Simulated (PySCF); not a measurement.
Compound: C7H12N (doublet state).
Cartesian coordinates in Å at the GFN2-xTB level; atoms count from 1:
```
atom  x, y, z in Å
C1    -2.498   -0.374    1.078
C2    -1.925   -0.372   -0.280
C3    -2.665    0.572   -1.225
N4    -0.513    0.058   -0.231
C5     0.443   -0.922    0.254
C6     1.789   -0.384    0.164
C7     2.884    0.101    0.101
C8     4.217    0.657    0.016
H9    -2.872    0.544    1.494
H10   -2.291   -1.180    1.756
H11   -1.918   -1.384   -0.706
H12   -2.170    0.591   -2.192
H13   -3.692    0.242   -1.352
H14   -2.671    1.581   -0.818
H15   -0.429    0.925    0.291
H16    0.362   -1.810   -0.385
H17    0.262   -1.236    1.298
H18    4.176    1.740    0.131
H19    4.845    0.242    0.804
H20    4.660    0.422   -0.951
```

The hyperfine couplings belong to this conformer and change with its torsions.

As a line formula: `[CH2][C@@H](C)NCC#CC` [radical].

Method used: UKS B3LYP, pcH-1 on C H N, non-relativistic, mean-field spin-orbit, GIAO in PySCF. Geometry: GFN2-xTB, one conformer, isolated molecule. Couplings are sensitive to structure, and on GFN2-xTB geometries they can be far from those on DFT ones. No stability test was run, so a lower SCF solution isn't excluded.

Q: What is the g tensor, term by term?

A: 
```
                    Δg (ppm)     1     2     3
relativistic mass correction  -151  -151  -151
            gauge correction    22    25    37
   orbital Zeeman/spin–orbit  -105   364   618
                       total  -235   238   504
```

So g = 2.00208, 2.00256, 2.00282 and g_iso = 2.00249; the tensor is rhombic: the two nearest values differ by 36 % of g3 − g1. 

Q: How much does each term add to the isotropic shift?

A: The orbital-Zeeman/spin–orbit term 293, the mass correction -151 and the gauge correction 28 ppm, for a total of 169 ppm. The orbital-Zeeman/spin–orbit term is the largest in size. The mass correction is the same along every axis, so the anisotropy comes from the other two: their spans along these axes are 15 (gauge) and 723 ppm (orbital Zeeman/spin–orbit).

Q: At 94.471 GHz, how far is the centre of the isotropic spectrum from where a free electron (g = 2.002319) resonates?

A: B = hν/(g μB) with μB/h = 13.99624 MHz/mT gives 3370.96 mT for the free electron and 3370.68 mT at g_iso, 0.28 mT lower.

Q: In a frozen sample, at which fields do the three g values resonate at 9.5, 34, 94 and 263 GHz (hyperfine left aside), and which band first spreads them over more than twice a line width of 1.0 mT?

A: 
```csv
band,GHz,B(g3) mT,B(g2) mT,B(g1) mT,spread mT
X,9.5,338.90,338.94,339.02,0.12
Q,34.0,1212.90,1213.06,1213.35,0.45
W,94.0,3353.31,3353.75,3354.55,1.24
J,263.0,9382.13,9383.38,9385.59,3.46
```

The spread grows in proportion to the frequency. J band is the first where it exceeds 2.0 mT.

The largest Mulliken spin populations are on C1 (+1.03), N4 (+0.10) and C2 (-0.07). No atom but C1 exceeds +0.15. The positive populations add up to 1.17 and the negative ones to -0.17, together 2S = 1. The angles at C1 add up to 357.5°, so it is nearly planar; its axial dipolar tensor and the negative couplings of its protons fit spin in a p orbital normal to that plane.

The HOMO–LUMO gaps are 6.48 eV among the α and 4.45 eV among the β orbitals.
